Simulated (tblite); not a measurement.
Compound: C6H10F3OP.
Atom-mapped SMILES: `[CH2:1]=[C:2]([CH3:3])[P:4]([CH2:5][O:6][CH3:7])[C:8]([F:9])([F:10])[F:11]` (hydrogens: H12, H13 on C1; H14, H15, H16 on C3; H17, H18 on C5; H19, H20, H21 on C7)

Geometry (GFN2-xTB, Å), atoms numbered from 1 in this order:
```xyz
21
C6H10F3OP angstrom
C     -0.824    0.862   -1.613
C     -1.383    0.170   -0.630
C     -2.726   -0.488   -0.740
P     -0.619    0.113    1.040
C      1.197    0.110    0.621
O      1.531    1.462    0.439
C      2.911    1.670    0.256
C     -0.670   -1.778    1.242
F     -1.882   -2.237    1.577
F      0.167   -2.161    2.221
F     -0.294   -2.456    0.142
H     -1.304    0.952   -2.574
H      0.117    1.370   -1.496
H     -2.621   -1.571   -0.806
H     -3.331   -0.267    0.138
H     -3.247   -0.141   -1.630
H      1.410   -0.485   -0.284
H      1.754   -0.321    1.470
H      3.274    1.146   -0.636
H      3.049    2.742    0.133
H      3.481    1.326    1.127
```

Method: GFN2-xTB as coded in tblite; computed harmonic values from a numerical Hessian at the method's own geometry, unscaled. Against measured fundamentals such values can be off by several per cent, at times by over 20. One conformer, not necessarily the lowest.

Harmonic wavenumbers (cm⁻¹): 42.8, 57.5, 67.6, 94.4, 102.8, 118.5, 167.8, 189.0, 211.1, 234.4, 252.3, 262.2, 292.2, 355.8, 388.2, 437.0, 451.4, 472.1, 496.2, 631.3, 662.7, 695.5, 771.4, 862.5, 905.3, 946.9, 978.6, 1005.6, 1026.4, 1038.9, 1051.8, 1085.0, 1110.9, 1132.2, 1155.9, 1182.1, 1184.1, 1270.9, 1392.6, 1403.6, 1407.5, 1441.9, 1465.7, 1467.0, 1479.2, 1485.5, 1676.1, 2805.7, 2837.5, 2906.8, 2929.3, 3002.2, 3015.2, 3036.2, 3038.1, 3091.0, 3135.0.

A = 1253, B = 736.9, C = 538.1 MHz; mass 186.042 u (most abundant isotopes); point group C1, symmetry number 1.

What is the zero-point energy?

Half the sum of the wavenumbers: 33204 cm⁻¹ = 397.20 kJ/mol.

Give the ideal-gas entropy at 350 K and 1 bar in the rigid-rotor, harmonic-oscillator model (classical rotation).

Translation 177.36, rotation 131.07, vibration 218.86: S = 527.3 J/(mol K).

And Cp and H(350 K) − H(0)?

Cp = 231.26 J/(mol K), of which vibrations give 198.00 (their classical limit is 57 R = 473.9); H(350 K) − H(0) = 50.07 kJ/mol without the zero-point energy, 38.43 from vibrations.

How do the functions run with temperature in this model?

| T (K) | S (J/(mol K)) | Cp (J/(mol K)) | H − H(0) (kJ/mol) | G − H(0) (kJ/mol) | ln q(vib) |
| --- | --- | --- | --- | --- | --- |
| 150 | 375.9 | 136.8 | 13.02 | -43.37 | 5.07 |
| 250 | 457.5 | 185.6 | 29.19 | -85.18 | 9.23 |
| 298.15 | 492.1 | 208.0 | 38.67 | -108.05 | 11.13 |
| 400 | 559.6 | 252.2 | 62.16 | -161.66 | 14.98 |
| 600 | 675.4 | 319.1 | 119.74 | -285.48 | 21.97 |
| 900 | 817.7 | 381.7 | 225.69 | -510.25 | 31.31 |

q(vib) and H(0) count from the zero-point level.

Which modes carry the vibrational entropy at 350 K?

42.8 cm⁻¹: 22.77; 57.5 cm⁻¹: 20.33; 67.6 cm⁻¹: 18.99; 94.4 cm⁻¹: 16.24; 102.8 cm⁻¹: 15.54; 118.5 cm⁻¹: 14.38 J/(mol K); the other 51 give 110.62 together.

Hindered rotation and anharmonicity are outside this model. Other conformers, if any are populated, would add a mixing term that is left out. The structure is chiral; the term R ln 2 for an equal mix with its mirror image is left out.
